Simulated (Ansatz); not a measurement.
`NC[SiH](N)O` and `N[SiH](O)O` differ in one atom or group.

Ansatz, PBE0-D4/def2-TZVP geometries, multiplicity 1. Each molecule was computed in one conformer, which needn't be the lowest.

| property | `NC[SiH](N)O` |
| --- | --- |
| HOMO–LUMO gap (ωB97M-V/def2-TZVPP) / eV | 11.33 |
| HOMO–LUMO gap (PBE/def2-TZVPP) / eV | 5.17 |
| LUMO energy (PBE0/def2-TZVPP) / eV | 0.76 |
| size of the dipole moment (PBE/def2-TZVPP) / D | 0.76 |
| HOMO–LUMO gap (PBE0/def2-TZVPP) / eV | 7.48 |
| LUMO energy (ωB97M-V/def2-TZVPP) / eV | 2.22 |

(1) What does the change do to each property? (Best estimate.)

Results:

(1) Computed: 
| property | `N[SiH](O)O` | shift |
| --- | --- | --- |
| HOMO–LUMO gap (ωB97M-V/def2-TZVPP) / eV | 12.21 | 0.88 |
| HOMO–LUMO gap (PBE/def2-TZVPP) / eV | 6.11 | 0.94 |
| LUMO energy (PBE0/def2-TZVPP) / eV | 0.66 | -0.10 |
| size of the dipole moment (PBE/def2-TZVPP) / D | 2.99 | 2.23 |
| HOMO–LUMO gap (PBE0/def2-TZVPP) / eV | 8.43 | 0.95 |
| LUMO energy (ωB97M-V/def2-TZVPP) / eV | 2.05 | -0.17 |

With PBE0 the HOMO falls by 1.05 eV and the LUMO falls by 0.10 eV, so the gap widens by about 0.95 eV. PBE moves the HOMO by -1.03 eV and ωB97M-V by -1.05 eV. Dipoles are sizes alone; their direction can turn.
